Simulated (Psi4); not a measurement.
Input file for Psi4: SAPT0/jun-cc-pV(D+d)Z on BFH4O3 (a complex), monomers drawn apart or pushed together.

```
memory 1800 MB

molecule dimer {
0 1
O    -0.02765131   -0.57078924    1.55988282
B     0.28391544   -0.24984030    0.25821055
O     0.70114689   -1.27120850   -0.55616410
O     0.14055748    1.06236815   -0.07629553
H     0.08527875   -1.50524595    1.76027292
H     0.91708235   -1.04059172   -1.46275786
H     0.35372927    1.30290107   -0.98031794
--
0 1
F    -0.82489733    0.81222551    3.46144212
H    -0.52133332    0.36091458    2.69245189
units angstrom
symmetry c1
no_reorient
no_com
}

set {
  basis jun-cc-pV(D+d)Z
  scf_type df
  freeze_core true
}

energy('sapt0')
```

It printed:

```
[...]
==> Input File <==

--------------------------------------------------------------------------
memory 1800 MB

molecule dimer {
0 1
O    -0.02765131   -0.57078924    1.55988282
B     0.28391544   -0.24984030    0.25821055
O     0.70114689   -1.27120850   -0.55616410
O     0.14055748    1.06236815   -0.07629553
H     0.08527875   -1.50524595    1.76027292
H     0.91708235   -1.04059172   -1.46275786
H     0.35372927    1.30290107   -0.98031794
--
0 1
F    -0.82489733    0.81222551    3.46144212
H    -0.52133332    0.36091458    2.69245189
units angstrom
symmetry c1
no_reorient
no_com
}

set {
  basis jun-cc-pV(D+d)Z
  scf_type df
  freeze_core true
}

energy('sapt0')
--------------------------------------------------------------------------


   => Loading Basis Set <=

    Name: JUN-CC-PV(D+D)Z
    Role: ORBITAL
    Keyword: BASIS
    atoms 1, 3-4 entry O          line   256 file jun-cc-pv_dpd_z.gbs
    atoms 2      entry B          line   154 file jun-cc-pv_dpd_z.gbs
    atoms 5-7, 9 entry H          line    60 file jun-cc-pv_dpd_z.gbs
    atoms 8      entry F          line   290 file jun-cc-pv_dpd_z.gbs

   => Loading Basis Set <=

    Name: JUN-CC-PV(D+D)Z
    Role: ORBITAL
    Keyword: BASIS
    atoms 1, 3-4 entry O          line   256 file jun-cc-pv_dpd_z.gbs
    atoms 2      entry B          line   154 file jun-cc-pv_dpd_z.gbs
    atoms 5-7, 9 entry H          line    60 file jun-cc-pv_dpd_z.gbs
    atoms 8      entry F          line   290 file jun-cc-pv_dpd_z.gbs


  //>>>>>>>>>>>>>>>>>>>>>>>>>>>>>>>>>>>//
  //              Dimer HF             //
  //<<<<<<<<<<<<<<<<<<<<<<<<<<<<<<<<<<<//

   => Libint2 <=

    Primary   basis highest AM E, G, H:  7, 6, 3
    Auxiliary basis highest AM E, G, H:  7, 7, 4
    Onebody   basis highest AM E, G, H:  -, -, -
    Solid Harmonics ordering:            Gaussian


   => Loading Basis Set <=

    Name: JUN-CC-PV(D+D)Z
    Role: ORBITAL
    Keyword: BASIS
    atoms 1, 3-4 entry O          line   256 file jun-cc-pv_dpd_z.gbs
    atoms 2      entry B          line   154 file jun-cc-pv_dpd_z.gbs
    atoms 5-7, 9 entry H          line    60 file jun-cc-pv_dpd_z.gbs
    atoms 8      entry F          line   290 file jun-cc-pv_dpd_z.gbs


         ---------------------------------------------------------
                                   SCF
               by Justin Turney, Rob Parrish, Andy Simmonett
                          and Daniel G. A. Smith
                              RHF Reference
                        1 Threads,   1716 MiB Core
         ---------------------------------------------------------

  ==> Geometry <==

    Molecular point group: c1
    Full point group: C1

    Geometry (in Angstrom), charge = 0, multiplicity = 1:

       Center              X                  Y                   Z               Mass
    ------------   -----------------  -----------------  -----------------  -----------------
         O           -0.027651310000    -0.570789240000     1.559882820000    15.994914619570
         B            0.283915440000    -0.249840300000     0.258210550000    11.009305360000
         O            0.701146890000    -1.271208500000    -0.556164100000    15.994914619570
         O            0.140557480000     1.062368150000    -0.076295530000    15.994914619570
         H            0.085278750000    -1.505245950000     1.760272920000     1.007825032230
         H            0.917082350000    -1.040591720000    -1.462757860000     1.007825032230
         H            0.353729270000     1.302901070000    -0.980317940000     1.007825032230
         F           -0.824897330000     0.812225510000     3.461442120000    18.998403162730
         H           -0.521333320000     0.360914580000     2.692451890000     1.007825032230

  Running in c1 symmetry.

  Rotational constants: A =      0.25818  B =      0.05334  C =      0.04531 [cm^-1]
  Rotational constants: A =   7740.08713  B =   1599.04633  C =   1358.42553 [MHz]
  Nuclear repulsion =  171.645738932790238

  Charge       = 0
  Multiplicity = 1
  Electrons    = 42
  Nalpha       = 21
  Nbeta        = 21

  ==> Algorithm <==

  SCF Algorithm Type is DF.
  DIIS enabled.
  MOM disabled.
  Fractional occupation disabled.
  Guess Type is SAD.
  Energy threshold   = 1.00e-08
  Density threshold  = 1.00e-08
  Integral threshold = 1.00e-12

  ==> Primary Basis <==

  Basis Set: JUN-CC-PV(D+D)Z
    Blend: JUN-CC-PV(D+D)Z
    Number of shells: 52
    Number of basis functions: 110
    Number of Cartesian functions: 115
    Spherical Harmonics?: true
    Max angular momentum: 2

   => Loading Basis Set <=

    Name: (JUN-CC-PV(D+D)Z AUX)
    Role: JKFIT
    Keyword: DF_BASIS_SCF
    atoms 1, 3-4 entry O          line   258 file jun-cc-pvdz-jkfit.gbs
    atoms 2      entry B          line    90 file jun-cc-pvdz-jkfit.gbs
    atoms 5-7, 9 entry H          line    70 file jun-cc-pvdz-jkfit.gbs
    atoms 8      entry F          line   314 file jun-cc-pvdz-jkfit.gbs

  ==> Integral Setup <==

  DFHelper
[...]
nergy =                -150.2368757195954458
    Two-Electron Energy =                  45.1507981800881737
    Total Energy =                       -100.0297161744686889

Computation Completed


Properties will be evaluated at   0.000000,   0.000000,   0.000000 [a0]

Properties computed using the SCF density matrix


 Multipole Moments:

 ------------------------------------------------------------------------------------
     Multipole            Electronic (a.u.)      Nuclear  (a.u.)        Total (a.u.)
 ------------------------------------------------------------------------------------

 L = 1.  Multiply by 2.5417464519 to convert [e a0] to [Debye]
 Dipole X            :         15.2767199          -15.0146475            0.2620724
 Dipole Y            :        -14.8841558           14.4959836           -0.3881722
 Dipole Z            :        -64.6233428           63.9585951           -0.6647476
 Magnitude           :                                                    0.8131722

 ------------------------------------------------------------------------------------

  Constructing Basis Sets for SAPT...

   => Loading Basis Set <=

    Name: (JUN-CC-PV(D+D)Z AUX)
    Role: RIFIT
    Keyword: DF_BASIS_SAPT
    atoms 1, 3-4 entry O          line   188 file jun-cc-pvdz-ri.gbs
    atoms 2      entry B          line    56 file jun-cc-pvdz-ri.gbs
    atoms 5-7, 9 entry H          line    30 file jun-cc-pvdz-ri.gbs
    atoms 8      entry F          line   232 file jun-cc-pvdz-ri.gbs

   => Loading Basis Set <=

    Name: (JUN-CC-PV(D+D)Z AUX)
    Role: JKFIT
    Keyword: DF_BASIS_ELST
    atoms 1, 3-4 entry O          line   258 file jun-cc-pvdz-jkfit.gbs
    atoms 2      entry B          line    90 file jun-cc-pvdz-jkfit.gbs
    atoms 5-7, 9 entry H          line    70 file jun-cc-pvdz-jkfit.gbs
    atoms 8      entry F          line   314 file jun-cc-pvdz-jkfit.gbs


  //>>>>>>>>>>>>>>>>>>>>>>>>>>>>>>>>>>>//
  //               SAPT0               //
  //<<<<<<<<<<<<<<<<<<<<<<<<<<<<<<<<<<<//



        SAPT0
    Ed Hohenstein
     6 June 2009

      Orbital Information
  --------------------------
    NSO        =       110
    NMO        =       110
    NRI        =       381
    NRI (Elst) =       487
    NOCC A     =        16
    NOCC B     =         5
    FOCC A     =         4
    FOCC B     =         1
    NVIR A     =        94
    NVIR B     =       105

    Elst10,r            =    -0.029878901693 [Eh]
    Exch10              =     0.034347049963 [Eh]
    Exch10 (S^2)        =     0.033733981016 [Eh]

    Maxiter = 50
    CPHF R converge = 1.000000E-08

    Iter     Energy [mEh]          dE [mEh]         Residual      Time [s]
       1     -10.81220220      10.812202197     2.293300e-02             0
       2     -12.82187995       2.009677752     9.981802e-03             0
       3     -13.47836495       0.656485004     2.025673e-03             0
       4     -13.45057770      -0.027787251     5.133989e-04             0
       5     -13.43420405      -0.016373652     1.481752e-04             0
       6     -13.43363336      -0.000570693     4.955691e-05             0
       7     -13.43532464       0.001691279     1.094343e-05             0
       8     -13.43529400      -0.000030640     4.141408e-06             0
       9     -13.43521987      -0.000074125     1.210546e-06             0
      10     -13.43521174      -0.000008134     2.726095e-07             0
      11     -13.43521624       0.000004499     6.389298e-08             0
      12     -13.43521660       0.000000360     1.318731e-08             0
      13     -13.43521636      -0.000000240     2.567059e-09             0

    CHF Iterations converged

    Maxiter = 50
    CPHF R converge = 1.000000E-08

    Iter     Energy [mEh]          dE [mEh]         Residual      Time [s]
       1      -3.99842885       3.998428854     8.629293e-03             0
       2      -4.63683580       0.638406951     1.101115e-03             0
       3      -4.63258722      -0.004248589     2.712109e-04             0
       4      -4.62949391      -0.003093307     1.164929e-04             0
       5      -4.62919813      -0.000295775     3.411057e-05             0
       6      -4.62981487       0.000616739     4.512488e-06             0
       7      -4.62974697      -0.000067901     5.557060e-07             0
       8      -4.62975228       0.000005312     8.518850e-08             0
       9      -4.62975178      -0.000000503     1.573227e-08             0
      10      -4.62975183       0.000000055     3.078894e-09             0

    CHF Iterations converged

    Ind20,r (A<-B)      =    -0.013435216357 [Eh]
    Ind20,r (B<-A)      =    -0.004629751834 [Eh]
    Ind20,r             =    -0.018064968191 [Eh]
    Exch-Ind20,r (A<-B) =     0.005480726793 [Eh]
    Exch-Ind20,r (B<-A) =     0.003754536518 [Eh]
    Exch-Ind20,r        =     0.009235263311 [Eh]
    Disp20              =    -0.006130997594 [Eh]
    Disp20 (SS)         =    -0.003065498797 [Eh]
    Disp20 (OS)         =    -0.003065498797 [Eh]
    Exch-Disp20         =     0.001362900099 [Eh]
    Exch-Disp20 (SS)    =     0.000795571209 [Eh]
    Exch-Disp20 (OS)    =     0.000567328890 [Eh]

    SAPT Results
  --------------------------------------------------------------------------------------------------------
    Electrostatics                -29.87890169 [mEh]     -18.74929388 [kcal/mol]     -78.44704559 [kJ/mol]
      Elst10,r                    -29.87890169 [mEh]     -18.74929388 [kcal/mol]     -78.44704559 [kJ/mol]

    Exchange                       34.34704996 [mEh]      21.55309925 [kcal/mol]      90.17816725 [kJ/mol]
      Exch10                       34.34704996 [mEh]      21.55309925 [kcal/mol]      90.17816725 [kJ/mol]
      Exch10(S^2)                  33.73398102 [mEh]      21.16839268 [kcal/mol]      88.56855496 [kJ/mol]

    Induction                     -14.27603772 [mEh]      -8.95834891 [kcal/mol]     -37.48173186 [kJ/mol]
      Ind20,r                     -18.06496819 [mEh]     -11.33593868 [kcal/mol]     -47.42956745 [kJ/mol]
      Exch-Ind20,r                  9.23526331 [mEh]       5.79521522 [kcal/mol]      24.24718048 [kJ/mol]
      delta HF,r (2)               -5.44633284 [mEh]      -3.41762545 [kcal/mol]     -14.29934489 [kJ/mol]

    Dispersion                     -4.76809749 [mEh]      -2.99202635 [kcal/mol]     -12.51863825 [kJ/mol]
      Disp20                       -6.13099759 [mEh]      -3.84725907 [kcal/mol]     -16.09693197 [kJ/mol]
      Exch-Disp20                   1.36290010 [mEh]       0.85523272 [kcal/mol]       3.57829372 [kJ/mol]
      Disp20 (SS)                  -3.06549880 [mEh]      -1.92362954 [kcal/mol]      -8.04846598 [kJ/mol]
      Disp20 (OS)                  -3.06549880 [mEh]      -1.92362954 [kcal/mol]      -8.04846598 [kJ/mol]
      Exch-Disp20 (SS)              0.79557121 [mEh]       0.49922847 [kcal/mol]       2.08877192 [kJ/mol]
      Exch-Disp20 (OS)              0.56732889 [mEh]       0.35600425 [kcal/mol]       1.48952180 [kJ/mol]

  Total HF                         -9.80788945 [mEh]      -6.15454355 [kcal/mol]     -25.75061019 [kJ/mol]
  Total SAPT0                     -14.57598694 [mEh]      -9.14656990 [kcal/mol]     -38.26924844 [kJ/mol]

  Special recipe for scaled SAPT0 (see Manual):
    Electrostatics sSAPT0         -29.87890169 [mEh]     -18.74929388 [kcal/mol]     -78.44704559 [kJ/mol]
    Exchange sSAPT0                34.34704996 [mEh]      21.55309925 [kcal/mol]      90.17816725 [kJ/mol]
    Induction sSAPT0              -13.76331677 [mEh]      -8.63661166 [kcal/mol]     -36.13558319 [kJ/mol]
    Dispersion sSAPT0              -4.69243236 [mEh]      -2.94454576 [kcal/mol]     -12.31997947 [kJ/mol]
  Total sSAPT0                    -13.98760086 [mEh]      -8.77735205 [kcal/mol]     -36.72444099 [kJ/mol]
  --------------------------------------------------------------------------------------------------------



*** Psi4 exiting successfully. Buy a developer a beer!
```

The run finished.

Cost: very roughly 6 core-seconds.
